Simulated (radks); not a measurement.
Values are calculated unless marked as measured or tabulated.
Effect of the nuclear size on the titanium ion Ti+, [Ar] 3d2 4s1. Level of theory: Dirac Kohn-Sham, BLYP, spin-unpolarised, spherical densities, finite nucleus; open shells are shared between the two j in proportion to 2j + 1; Fermi nuclear charge, rms radius 3.5921 fm (a radial shooting solver on a logarithmic mesh with Libxc functionals). The rms radius is varied about that value; shifts are against it.

rms radius (fm) = 3.179: total energy shift (eV) -0.0106; density at nucleus (e/bohr^3) 8532; 1s1/2 shift (meV) -4.48; 2s1/2 shift (meV) -0.374; 2p1/2 shift (meV) 0.049; 3s1/2 shift (meV) -0.049
rms radius (fm) = 3.4161: total energy shift (eV) -0.00467; density at nucleus (e/bohr^3) 8513; 1s1/2 shift (meV) -1.97; 2s1/2 shift (meV) -0.165; 2p1/2 shift (meV) 0.022; 3s1/2 shift (meV) -0.022
rms radius (fm) = 3.5921: total energy shift (eV) 0; density at nucleus (e/bohr^3) 8499; 1s1/2 shift (meV) 0.000; 2s1/2 shift (meV) 0.000; 2p1/2 shift (meV) 0.000; 3s1/2 shift (meV) 0.000
rms radius (fm) = 3.8076: total energy shift (eV) 0.00602; density at nucleus (e/bohr^3) 8484; 1s1/2 shift (meV) 2.55; 2s1/2 shift (meV) 0.212; 2p1/2 shift (meV) -0.028; 3s1/2 shift (meV) 0.028
rms radius (fm) = 4.1489: total energy shift (eV) 0.0163; density at nucleus (e/bohr^3) 8462; 1s1/2 shift (meV) 6.87; 2s1/2 shift (meV) 0.574; 2p1/2 shift (meV) -0.076; 3s1/2 shift (meV) 0.076

Slopes of the eigenvalues against <r^2> in GHz/fm^2, as finite differences over the two radii next to the reference (eigenvalue slopes, not the field-shift constants of lines): 1s1/2 386, 2s1/2 32.2, 2p1/2 -4.26, 3s1/2 4.27.
